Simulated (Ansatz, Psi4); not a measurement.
How methods differ on C2H5BClF (SMILES BC(F)CCl)

C2H5BClF has 10 atoms, charge 0, and is taken as a singlet. As SMILES, `BC(F)CCl`. Geometry: relaxed at PBE0-D4/def2-TZVP. This is one conformer, not always the lowest.

```xyz
10

B    -1.3092   -0.7117   -0.2812
C     0.1789   -0.4968    0.1265
F     0.5203   -1.0803    1.3360
C     0.6553    0.9349    0.1000
Cl    2.4287    1.0678    0.2063
H    -2.0103   -1.4508    0.3369
H    -1.7074   -0.1723   -1.2706
H     0.7285   -1.0462   -0.6651
H     0.2485    1.4918    0.9437
H     0.3498    1.4128   -0.8297
```

Quantity: the energy change with the C2–H8 bond stretched from 1.109 to 1.276 Å, in eV. The values are calculated.

| level | kind | program | value (eV) | CPU time (all runs) |
| --- | --- | --- | --- | --- |
| BLYP/def2-SVP (restricted) | GGA | Ansatz | 0.21 | 13 s |
| revPBE/def2-SVP (restricted) | GGA | Ansatz | 0.22 | 13 s |
| B3LYP/def2-SVP (restricted) | global hybrid | Ansatz | 0.27 | 17 s |
| BHLYP/def2-SVP (restricted) | global hybrid | Ansatz | 0.34 | 19 s |
| HSE06/def2-SVP (restricted) | range-separated hybrid | Ansatz | 0.28 | 18 s |
| wB97M-V/def2-SVP (restricted) | range-separated hybrid | Ansatz | 0.28 | 2.7 min |
| wB97X-V/def2-SVP (restricted) | range-separated hybrid | Psi4 | 0.28 | 4 min |
| CCSD/def2-SVP (restricted) | coupled cluster or CI | Ansatz | 0.29 | 45 s |

The first shape isn't each level's own minimum. The values span 0.21 to 0.34 eV. Times are those of the runs behind each value, whatever else they computed, on shared processors of several kinds: orders of magnitude only.
